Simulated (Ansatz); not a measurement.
Li₅Si. Charge 0, multiplicity 2. Geometry PBE-D4/def2-TZVP; atoms count from 1.

```xyz
6

Li    0.114   -1.166    2.058
Li    1.218    1.791    0.960
Li    0.329    0.965   -2.137
Li   -1.556    0.684    0.267
Li   -0.779   -1.980   -1.033
Si    0.673   -0.294   -0.114
```

The structure comes from a short search, and lower isomers may exist.

Question: Estimate the Mulliken populations from the PBE0/def2-TZVP orbitals of Ansatz.

Answer: 
```csv
atom,charge (e),spin (α − β)
Li1,0.39,0.23
Li2,0.39,0.23
Li3,0.39,0.23
Li4,0.19,0.14
Li5,0.38,0.23
Si6,-1.73,-0.06
```
Mulliken values and Mayer orders depend strongly on the basis.

Question: Where does the spin sit?

Answer: Summed by element: Li 1.06, Si -0.06, of 1 unpaired in all. Largest on single atoms: Li5 0.23, Li3 0.23, Li1 0.23.

Question: And the Mayer bond orders between bonded heavy atoms (over 0.3)?

Answer: Li1–Si6 0.56 (2.41 Å); Li2–Si6 0.56 (2.41 Å); Li3–Si6 0.56 (2.41 Å); Li4–Si6 0.69 (2.46 Å); Li5–Si6 0.56 (2.41 Å).
